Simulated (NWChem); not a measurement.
# CH₅BBrN; SMILES CB(N)Br

```xyz
9

B      0.0613    -0.9328    -0.0008
Br    -0.0407     1.0176     0.0006
C     -1.2699    -1.7620    -0.0027
H     -1.8786    -1.5105     0.8808
H     -1.1019    -2.8502    -0.0085
H     -1.8823    -1.5016    -0.8810
N      1.3337    -1.4925     0.0002
H      1.4819    -2.4936    -0.0003
H      2.1818    -0.9413     0.0015
```
Atoms are numbered in this order, from 1.

Level: PBE0/def2-SVP (NWChem), optimised geometry, unscaled harmonic frequencies. This build's default masses of Se (78.918 u) and Br (79.917 u) are each other's, which moves their modes by up to 0.6 %.

| frequency (cm⁻¹) | IR intensity (km/mol) |
|---|---|
| 125 | 1.5 |
| 255 | 0.6 |
| 304 | 1.3 |
| 401 | 9.3 |
| 518 | 22.6 |
| 541 | 134.1 |
| 604 | 35.4 |
| 843 | 2.7 |
| 848 | 1.0 |
| 882 | 12.2 |
| 1121 | 199.6 |
| 1306 | 55.0 |
| 1387 | 91.3 |
| 1429 | 7.4 |
| 1451 | 8.4 |
| 1596 | 194.9 |
| 3056 | 3.3 |
| 3150 | 1.6 |
| 3156 | 15.1 |
| 3628 | 51.1 |
| 3738 | 41.5 |

The zero-point energy is 43.4 kcal/mol and the thermal correction to the enthalpy at 298.15 K (with zero-point energy) is 47.4 kcal/mol. The heat capacity Cv is 18.6 cal/(mol K), the entropy at 298.15 K and 1 atm (symmetry number 1) comes out as 75.9 cal/(mol K) and the dipole moment comes out as 2.92 D.

Rigid rotor and harmonic oscillator.
